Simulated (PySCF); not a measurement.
# Fe (iron, neutral): r2SCAN calculation

Configuration: [Ar] 3d6 4s2, high-spin 5D determinant. Calculation: PySCF 2.14, in def2-SVP; no relativity, point nucleus.

```
Total energy                                                  : -1263.451 hartree
One-electron energy                                           : -1744.844 hartree
Hartree (Coulomb) energy                                      : 536.986 hartree
Exchange-correlation energy                                   : -55.592 hartree
Kinetic energy                                                : 1261.59333 hartree
⟨S²⟩                                                          : 6.0120
⟨L²⟩                                                          : 6.825
Sum of ⟨r⟩                                                    : 21.49 bohr
Sum of ⟨r²⟩                                                   : 38.27 bohr²
Traceless quadrupole moment −½Σ⟨3z² − r²⟩ along its main axis : 0.971 e·bohr²
Density at the nucleus (Gaussians lack the cusp)              : 11200 bohr⁻³
Spin density at the nucleus                                   : 1.31 bohr⁻³
Langevin diamagnetic susceptibility                           : -30.3 ×10⁻⁶ cm³/mol
Time after the integrals                                      : 0.83 s of wall time on 1 thread of Intel(R) Xeon(R) 6975P-C (shared host)
```

```
shell  electrons  mean orbital energy (hartree)  spread (hartree)  rms radius, mean of both spins (bohr)
 1s α          1                     -255.61098                 0                                 0.0685
 1s β          1                     -255.61043                 0                                 0.0685
 2s α          1                      -29.93699                 0                                  0.292
 2s β          1                      -29.85105                 0                                  0.292
 2p α          3                      -25.77442           0.02598                                  0.262
 2p β          3                      -25.70917           0.00976                                  0.262
 3s α          1                       -3.51662                 0                                  0.882
 3s β          1                       -3.31041                 0                                  0.882
 3p α          3                       -2.28206           0.05772                                  0.942
 3p β          3                       -2.07905           0.02387                                  0.942
 3d α          5                       -0.30237           0.06995                                   1.23
 4s α          1                       -0.19361                 0                                   3.29
 3d β          1                       -0.17063                 0                                   1.23
 4s β          1                       -0.16669                 0                                   3.29
```
